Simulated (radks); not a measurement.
Results of a calculation; reference values are marked as such.
Correlation energies from several functionals, in hartree. Species: As [Ar] 3d10 4s2 4p3; Cd+ [Kr] 4d10 5s1. Level of theory: non-relativistic Kohn-Sham, PBE, spin-polarised, spherical densities, point nucleus (a radial shooting solver on a logarithmic mesh with Libxc functionals). Every spin shell is full or empty, so the densities are truly spherical. Functionals are evaluated on that one density, not self-consistently.

functional       As      Cd+
PW92        -2.9270  -4.5072
PZ          -2.9214  -4.5046
Wigner      -1.6709  -2.5028
P86         -1.7725  -2.8403
PW91        -1.6918  -2.7116
OP (B88)    -1.4963  -2.3253
TPSS        -1.5608  -2.5104
revTPSS     -1.5859  -2.5401
Tao-Mo      -1.4861  -2.4235
